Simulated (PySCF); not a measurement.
Ionisation energy of K by level of theory

K [Ar] 4s1 (2S) → K⁺ [Ar] (1S), as a difference of total energies. Computed with PySCF 2.14 in cc-pVTZ-X2C (6s5p3d1f, 43 functions), with scalar relativity by spin-free X2C-1e. The calculations carry no spin-orbit coupling.

```
method  ionisation energy (eV)
   UHF                   4.023
   LDA                   4.518
  MN15                   4.182
```

For comparison: 4.341 eV (measured; NIST Atomic Spectra Database, ionization energies).
